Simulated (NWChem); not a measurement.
System: hydronium (H₃O cation); SMILES [OH3+]

NWChem input:

```
start job
memory heap 200 mb stack 900 mb global 1100 mb
charge 1
geometry units angstroms noautosym nocenter noautoz
  O      0.000000     0.000000     0.078775
  H      0.669342     0.669342    -0.207386
  H      0.244996    -0.914338    -0.207386
  H     -0.914338     0.244996    -0.207386
end
basis spherical
  O library cc-pvtz
  H library cc-pvtz
end
dft
  xc xcamb88 1.00 lyp 0.81 vwn_5 0.19 hfexch 1.00
  cam 0.33 cam_alpha 0.19 cam_beta 0.46
  iterations 150
end
property
  efieldgrad
end
task dft property
```

Structure relaxed at the B3LYP/6-31G* (spherical d) level.

Vzz is the largest principal value of the second derivative of the potential at the nucleus (NWChem prints the opposite sign); η is the asymmetry. Non-relativistic.

Atoms are numbered as in the input.

Q: Give the results of this calculation. (CAM-B3LYP/cc-pVTZ.) Quantities: Vzz O1 (a.u.); η O1.

A: 
```json
{
  "Vzz O1 (a.u.)": "-1.825",
  "η O1": "0.00"
}
```
